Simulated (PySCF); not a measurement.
Structure problem from calculated spectra and properties.

Formula: C8H8FN.

* 1H NMR: chemical shifts (computed TMS as zero) by class: 7.06 (1 H), 5.75 (1 H), 5.25 (1 H), 2.88 (1 H), 2.18 (1 H), 1.14 (3 H) ppm [GIAO PBE0/pcSseg-1]
* 13C NMR: chemical shifts (computed TMS as zero) by class: 159.0 (1 C), 121.6 (1 C), 108.6 (1 C), 93.7 (1 C), 86.0 (1 C), 79.6 (1 C), 32.1 (1 C), 15.0 (1 C) ppm [GIAO PBE0/pcSseg-1]
* Dipole: 4.46 D [CAM-B3LYP/def2-SVPD]
* UV, first state: lowest singlet excitation: 6.16 eV (201 nm, f = 0.481) [TDDFT CAM-B3LYP/def2-SVPD]
* Polarisability: 99.6 au [CAM-B3LYP/def2-SVPD]
* Valence photoelectron: vertical ionisation energy: 10.15 eV [ΔSCF CAM-B3LYP/def2-SVPD]
* Rotational structure: rotational constants A, B, C: 1.921, 0.758, 0.636 GHz [PBE0-D3(BJ)/def2-SVP]
* Triplet: lowest triplet excitation (Tamm–Dancoff): 3.69 eV [TDA CAM-B3LYP/def2-SVPD]

Electronic properties: PySCF, gas phase, density fitting. Levels stand in brackets. One conformer (not necessarily the lowest) at the PBE0-D3(BJ)/def2-SVP geometry, without solvent, vibrations or thermal averaging. NMR values are class means; diastereotopic atoms form classes of their own.

Problem. What is the compound? Reason from the data.

Solution. Numbering: `[CH:1]#[C:2][C@@H:3]([CH3:4])[C@@H:5]([F:6])/[CH:7]=[CH:8]/[C:9]#[N:10]`. Its formula, C8H8FN, gives 5 degrees of unsaturation: 0 rings and 5 π bonds in the structure found. 8 carbons fall into 8 classes; from least to most shielded: alkene CH carbon [C7] (159.0 ppm), nitrile carbon [C9] (121.6 ppm), alkene CH carbon [C8] (108.6 ppm), sp3 C–F carbon [C5] (93.7 ppm), alkyne carbon [C2] (86.0 ppm), terminal alkyne carbon [C1] (79.6 ppm), propargylic carbon [C3] (32.1 ppm), methyl carbon [C4] (15.0 ppm). Hydrogen classes from least to most shielded: 1 H on an alkene CH carbon, C7 (7.06 ppm), 1 H on an alkene CH carbon, C8 (5.75 ppm), 1 H on an sp3 C–F carbon, C5 (5.25 ppm), 1 H on a propargylic carbon, C3 (2.88 ppm), 1 H on a terminal alkyne carbon, C1 (2.18 ppm), 3 H on a methyl carbon, C4 (1.14 ppm). S1 is mainly HOMO→LUMO (weight 0.90); the largest Löwdin shares of the orbital it empties are 0.20 on an alkene CH carbon, 0.19 on an alkene CH carbon, 0.16 on the nitrile nitrogen and 0.11 on the nitrile carbon, of the orbital it fills 0.30 on an alkene CH carbon, 0.23 on an alkene CH carbon, 0.14 on the nitrile nitrogen and 0.13 on the nitrile carbon. The optimised geometry has point group C1 and is an asymmetric top. Structure: `F[C@@H](/C=C/C#N)[C@H](C)C#C`. Computed isomers that give other values at the same levels: `FC/C=N/c1ccccc1` (rotational constant A: 4.376 GHz; this holds for the one conformer computed). The assignments are read from this structure; whether some other isomer fits the data as well wasn't checked. The mirror image fits equally.

Shape of the structure used: `[CH:1]#[C:2][C@@H:3]([CH3:4])[C@@H:5]([F:6])/[CH:7]=[CH:8]/[C:9]#[N:10]`: C2–C3–C5–F6 173°, C3–C5–C7–C8 -123°.
